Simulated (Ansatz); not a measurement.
Harmonic frequencies (cm⁻¹) at PBE0-D4/def2-TZVP from Ansatz: 90, 170, 256, 273, 508, 588, 741, 807, 834, 887, 2313, 3491.

Each molecule was computed in one conformer, which needn't be the lowest.

Task: Which molecule is it?
A. `N[Si](Cl)Cl`•
B. `[NH2][Al][SH]`•
C. `[NH][SiH](Cl)Cl`•
D. `F[SiH2][S]`•

Result: C.
